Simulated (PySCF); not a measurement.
Computed IR spectrum (relative IR intensity) of a molecule C₂H₈InNO. Geometry: PBE-D3(BJ)/def2-SVP. The def2 effective core potentials stand for the cores of In; spin–orbit coupling is left out. Other conformers were not sampled. Calculation: PBE-D3(BJ)/def2-SVP (PySCF). Frequencies are harmonic and unscaled.

ν (cm⁻¹): 106 (vw), 129 (w), 199 (m), 225 (w), 283 (s), 420 (vs), 463 (m), 556 (s), 572 (m), 627 (w), 725 (m), 775 (m), 938 (w), 1026 (vw), 1142 (m), 1347 (vw), 1421 (w), 1478 (w), 2957 (m), 2991 (w), 3037 (w), 3067 (w), 3421 (vw), 3523 (vw), 3717 (m) (against the strongest line: vs over 80 %, s over 45 %, m over 15 %, w over 4 %, vw less)

Which molecule gave these data?
(A) C[N](C)[InH][OH]
(B) C[CH2][In]([NH2])[OH]
(C) CC[O][InH][NH2]
(D) C[O][In]([CH3])[NH2]

B, C[CH2][In]([NH2])[OH]
